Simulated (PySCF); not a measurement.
A structure optimised at ωB97X-D3(BJ)/def2-SVP, used in a PySCF frequency run:

```xyz
13

C      1.8870     0.5228    -0.3777
C      0.8201    -0.0993     0.1295
F      1.0262    -1.1671     0.9405
B     -0.7120     0.2190    -0.1490
C     -1.7722    -0.9475    -0.0426
N     -1.0667     1.5271    -0.4991
H      1.7554     1.3737    -1.0500
H      2.9040     0.1884    -0.1517
H     -1.5207    -1.7522    -0.7548
H     -2.8090    -0.6275    -0.2317
H     -1.7224    -1.4069     0.9588
H     -2.0167     1.7921    -0.7276
H     -0.4086     2.2962    -0.5246
```

Write its SMILES and formula.

C=C(F)B(C)N, C3H7BFN

What are its rotational constants (standard atomic weights)?

4.6707, 2.9256, 1.8937 GHz
